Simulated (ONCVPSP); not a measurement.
What one change does to a pseudopotential (Rh (Z = 45), ONCV)

```
Element                 : Rh
Generator               : ONCVPSP 4.0.1
Type                    : optimised norm-conserving Vanderbilt (ONCV)
Functional              : PW91
Relativity              : scalar-relativistic
Frozen core             : [Ar] 3d10 4s2
Valence charge          : 15
Reference configuration : 4p6 4d8 5s1
Partial waves           : 5s: rc 2.40 bohr, ncon 4, nbas 8, qcut 2.2 1/bohr, 2 projectors, debl 2.7 Ha; 4p: rc 1.70 bohr, ncon 3, nbas 7, qcut 8.9 1/bohr, 2 projectors, debl 1.2 Ha; 4d: rc 1.40 bohr, ncon 4, nbas 9, qcut 8 1/bohr, 2 projectors, debl 2.6 Ha
Local potential         : polynomial inside 1.00 bohr (lpopt 2, dvloc0 6 Ha)
Core correction         : polynomial model core, fcfact 0.3
```

In the p channel the program set the typed energies aside and used -1.855, 0.250 Ha.

Change: core correction polynomial model core, fcfact 1.18.

Cutoffs: the cutoffs (Ha) at which the residual kinetic energy of the hardest occupied pseudo-wave falls to 1 and 0.1 mHa per electron; they do not see the model core or the augmentation charge, which bear on the density cutoff. Errors are all-electron minus pseudo energies relative to the spin-unpolarised reference configuration.

Question: How do hardness, ghosts and transferability respond?

Answer: The potential gets neither clearly harder nor softer (26 Ha and 31 Ha → 26 Ha and 31 Ha); the errors of the 4 common tests hardly move; neither file shows a bound ghost. A model core, the more so a compact one, raises the density cutoff, which this test does not measure.

```csv
quantity,base,changed
"cutoff, loose",26 Ha,26 Ha
"cutoff, tight",31 Ha,31 Ha
bound ghosts,none,none
GHOST(+) flags under 300 eV,s at 34.9 eV,s at 34.9 eV
"error for 4p6 4d8 5s0, meV [ΔE 7.52 eV]",-11,-11
"error for 4p6 4d7 5s0, meV [ΔE 27.11 eV]",+1.0,+0.9
"error for 4p6 4d6 5s0, meV [ΔE 59.69 eV]",+3.5,+3.4
"error for 4p6 4d7 5s1, meV [ΔE 11.19 eV]",-5.6,-5.6
s: phases at 2.44 bohr within 0.05 rad from the reference energy up to (Ha; the scan ends near 5),1.2,1.2
p: phases at 1.72 bohr within 0.05 rad from the reference energy up to (Ha; the scan ends near 5),to the end of the scan,to the end of the scan
d: phases at 1.42 bohr within 0.05 rad from the reference energy up to (Ha; the scan ends near 5),to the end of the scan,to the end of the scan
"rms error of d²Exc/dni dnj with the model core, mHa",0.32,0.44
```
